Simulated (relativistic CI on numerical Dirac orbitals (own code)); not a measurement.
# d1 to d9 in one tetrahedral field

Computed with a parametric ligand-field model without spin-orbit coupling, by exact diagonalisation: B = 690, C = 2890, 10Dq = -6400 cm⁻¹ (Td; |10Dq|/B = 9.3) for every shell. Energies in cm⁻¹; the field energy is (0.6 n_e − 0.4 n_t2) × 10Dq of the ground term; g labels are left out.

```tsv
Shell	Ground term	Electrons in e	Field energy	First spin-allowed bands	Lowest term of other spin
d1	2E	1.000	-3840	2T2 6400	
d2	3A2	2.000	-7680	3T2 6400, 3T1 10634	1E 10889
d3	4T1	1.918	-4595	4T2 5568, 4A2 11968	2E 7267
d4	5T2	2.000	-2560	5E 6400	3T1 9728
d5	6A1	2.000	0	none	4T1 16895
d6	5E	3.000	-3840	5T2 6400	3T1 10234
d7	4A2	4.000	-7680	4T2 6400, 4T1 10634	2E 13235
d8	3T1	3.918	-4595	3T2 5568, 3A2 11968	1T2 10289
d9	2T2	4.000	-2560	2E 6400
```

Every shell keeps the spin of the free ion. Tetrahedral fields of 3d complexes are almost always too weak to pair spins. High-spin d^(n+5) repeats the spin-allowed bands of d^n, since the half-filled shell is spherical.
